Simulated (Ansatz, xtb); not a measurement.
Molecule: chloro(fluoro)silane, sum formula SiH$_{2}$ClF, charge 0, multiplicity 1. 
Structure (B3LYP-D3(BJ)/def2-TZVP (Ansatz, a quantum-chemistry and plane-wave program) minimum search):
SMILES: F[SiH2]Cl
```xyz
5

Si    -0.6602    -0.3653    -0.0183
F     -1.3303     1.0796    -0.1089
Cl     1.3732    -0.1459     0.0740
H     -1.0030    -1.1093    -1.2389
H     -1.1251    -1.0119     1.2173
```
Charge 0, spin multiplicity 1.

Harmonic wavenumbers from GFN2-xTB (xtb, at its own minimum), cm⁻¹: 192, 508, 529, 578, 721, 760, 826, 2366, 2393.

Q: Give the harmonic wavenumbers at B3LYP-D3(BJ)/def2-TZVP (Ansatz, finite differences of forces, unscaled).

A: 246, 551, 644, 734, 879, 925, 976, 2284, 2297 cm⁻¹. Zero-point energy 13.6 kcal/mol.

Q: From these and the geometry, give the ideal-gas thermochemistry at 298.15 K and 1 atm (rigid rotor, harmonic oscillator).

A: Point group Cs, rotational symmetry number 1. Rotational constants 20.28, 4.032, 3.506 GHz. S(trans) 39.22, S(rot) 24.53, S(vib) 3.33, S(elec, spin only) 0.00, S 67.1 cal/(mol K). H(298) - H(0) 3.04 kcal/mol; G - E(el) -3.3 kcal/mol.
